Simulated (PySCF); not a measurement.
## Si⁵⁺: ionisation energy

Si⁵⁺ [He] 2s2 2p5 (2P) → Si⁶⁺ [He] 2s2 2p4 (3P), as a difference of total energies. All numbers are calculated (PySCF 2.14, the spin-free X2C one-electron Hamiltonian (Gaussian nucleus), in an even-tempered Gaussian basis (21 s from 0.3 bohr⁻², ratio 2.2; 13 p from 0.39 bohr⁻², ratio 2.2; 6 d from 4.4 bohr⁻², ratio 2.4; 6 f from 6.5 bohr⁻², ratio 2.4; 5 g from 9.8 bohr⁻², ratio 2.4)). Correlated levels: nothing frozen; virtual orbitals above 40 to 60 times the deepest correlated orbital energy dropped. The calculations carry no spin-orbit coupling.

```tsv
method	ionisation energy (eV)
UHF	203.68
LDA	205.53
PBE	205.33
PBE0	205.32
r2SCAN	205.69
PBEsol	205.06
PW91	205.59
MP2 (all electrons)	205.24
SCS-MP2 (all electrons)	205.24
```

**Question.** How much does correlation contribute at MP2 (all electrons)?

**Answer.** 205.24 − (203.68) = 1.56 eV, measured against UHF.

A first-order spin-orbit estimate (lowest level to lowest level, LS coupling) adds -0.019 eV.

For comparison: 205.28 eV (semi-empirical (NIST evaluation); NIST Atomic Spectra Database, ionization energies).
